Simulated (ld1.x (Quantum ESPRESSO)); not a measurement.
# Before and after: TM potential for tantalum (Ta)

```
Element                 : Ta (Z = 73)
Generator               : ld1.x (Quantum ESPRESSO) 7.5
Type                    : norm-conserving Troullier–Martins (Kleinman–Bylander form)
Functional              : PBE
Relativity              : scalar-relativistic
Frozen core             : [Kr] 4d10 4f14 5s2
Valence charge          : 11
Reference configuration : 5p6 5d3 6s2 6p0
Partial waves           : 6s (bound): rc 2.60 bohr; 5p (bound): rc 1.95 bohr; 5d (bound): rc 2.05 bohr
Local potential         : the d channel
Core correction         : none
```

Change: functional LDA (PZ).

Cutoffs: the cutoffs (Ry, on a coarse ladder) from which the occupation-weighted sum of valence levels, in a spherical-Bessel basis at the reference potential, stays within 10 and 1 mRy of its value at 400 Ry; they do not see the model core or the augmentation charge, which bear on the density cutoff. Errors are all-electron minus pseudo energies relative to the spin-unpolarised reference configuration.

**Question.** What does the change do?

**Answer.** The potential gets neither clearly harder nor softer (35 Ry and 45 Ry → 35 Ry and 45 Ry); the bound ghosts move from p, s to s; the number of tests with a reliable result goes from 7 to 9; of the 7 tests that both files solve, the error grows in 1 and shrinks in 1 by more than 15 % and 0.3 meV (median size 27.3 → 24.0 meV).

| quantity | base | changed |
| --- | --- | --- |
| cutoff, loose | 35 Ry | 35 Ry |
| cutoff, tight | 45 Ry | 45 Ry |
| bound ghosts | p, s | s |
| error for 5p6 5d3 6s1 6p0, meV [ΔE 8.47 → 8.70 eV] | -6.0 | -5.4 |
| error for 5p6 5d3 6s0 6p0, meV [ΔE 23.44 → 24.01 eV] | -11 | -16 |
| error for 5p6 5d2 6s0 6p0, meV [ΔE 47.04 → 47.94 eV] | +60 | +33 |
| error for 5p6 5d3 6s1 6p1, meV [ΔE 4.18 → 4.26 eV] | -294 | -304 |
| error for 5p6 5d4 6s1 6p0, meV [ΔE 2.09 eV] | -27 | -24 |
| error for 5p6 5d3 6s1.5 6p0, meV [ΔE 3.46 → 3.56 eV] | -2.1 | -1.9 |
| error for 5p5 5d3 6s2 6p0, meV [ΔE 44.98 → 45.19 eV] | -303 | -296 |
| s: phases at 2.87 bohr within 0.05 rad from the reference energy up to (Ry; the scan ends near 5) | 2.5 | 2.5 |
| p: phases at 2.87 bohr within 0.05 rad from the reference energy up to (Ry; the scan ends near 5) | -0.5 | -0.5 |
| d: phases at 2.87 bohr within 0.05 rad from the reference energy up to (Ry; the scan ends near 5) | 2.4 | 2.4 |

 A true bound ghost makes a file unfit for plane-wave use even where its test errors are small: the radial tests pick states by their node count and pass the ghost by.
